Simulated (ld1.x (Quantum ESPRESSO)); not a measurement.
**An odd input for ld1.x (Quantum ESPRESSO) 7.5 (Ce (Z = 58))**

Command:

```bash
ld1.x < Ce.in > Ce.out
```

Input:

```
&input
   title='Ce', zed=58., rel=3, dft='PZ', iswitch=3,
   config='[Xe] 4f1 5d1 6s2 6p0',
   nld=3, rlderiv=3.40, eminld=-5.0, emaxld=5.0, deld=0.02
 /
 &inputp
   pseudotype=2, tm=.true., lloc=0,
   nlcc=.false.,
   file_pseudopw='Ce.UPF', file_wfcaegen='ae.wfc', file_wfcncgen='nc.wfc', file_beta='beta', file_chi='chi'
 /
3
5P  2  1   6.00   0.00  1.65  1.65  0.0
5D  3  2   1.00   0.00  3.15  3.15  0.0
5S  1  0   2.00   0.00  1.40  1.40  0.0
 &test
   configts(1)='5s2 5p6 5d1 6s2 6p0'
 /
```

Output:

```
Program LD1 v.7.5

 %%%%%%%%%%%%%%%%%%%%%%%%%%%%%%%%%%%%%%%%%%%%%%%%%%%%%%%%%%%%%%%%%%%%%%%%%%%%%%
     Error in routine ld1_readin (1):
     wrong rel
 %%%%%%%%%%%%%%%%%%%%%%%%%%%%%%%%%%%%%%%%%%%%%%%%%%%%%%%%%%%%%%%%%%%%%%%%%%%%%%

     stopping ...
```

**Question.** This input was made by a single change from one that runs to its end. What was changed?

**Answer.** The change: rel changed from 1 to 3. The program refuses the input: "ld1_readin: wrong rel".
